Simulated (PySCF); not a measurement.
## Two-component Hartree-Fock for Lu³⁺ (lutetium, charge +3)

Start: [Xe] 4f14. Calculated with PySCF 2.14 in x2c-TZVPPall-2c with one added diffuse shell each of s, p, d type (12s12p11d2f2g, 135 functions): generalised Hartree-Fock with the X2C-1e Hamiltonian and a Gaussian nucleus; spin-orbit coupling (SO) screened by Boettger's factors.

```csv
spinor shell,electrons,"ε, screened SO (eV)",weight of nominal j (screened SO),"rms radius, screened SO (bohr)"
1s1/2,2,-63659.2,1.000,0.0219
2s1/2,2,-10990.9,1.000,0.0884
2p1/2,2,-10471.8,1.000,0.0754
3s1/2,2,-2568.7,1.000,0.227
3p1/2,2,-2339.2,1.000,0.218
3p3/2,4,-2095.2,1.000,0.232
3d3/2,4,-1710.1,1.000,0.206
3d5/2,6,-1657.3,1.000,0.210
4s1/2,2,-561.60,1.000,0.509
4p1/2,2,-466.81,1.000,0.520
4p3/2,4,-410.82,1.000,0.552
4d3/2,4,-254.39,1.000,0.585
4d5/2,6,-243.86,1.000,0.597
5s1/2,2,-99.616,1.000,1.26
5p1/2,2,-70.199,1.000,1.40
5p3/2,4,-62.685,1.000,1.51
4f5/2,6,-49.546,1.000,0.788
4f7/2,8,-47.983,1.000,0.797
```

(1) Where does 2p3/2 lie, and what is the 2p spin-orbit splitting (screened SO)?

```
   quantity   screened SO
E (hartree)  -14565.46666
        M_J             0
       ⟨J²⟩         0.000
       ⟨L²⟩         0.106
       ⟨S²⟩         0.106
```

Breit and QED terms are absent; they matter most for the inner s and p1/2 levels.

Densities and radii are taken from the X2C orbitals without a picture-change correction, which distorts them close to the nucleus.

Answers

(1) At -9348.8 eV, 1123.0 eV above 2p1/2.
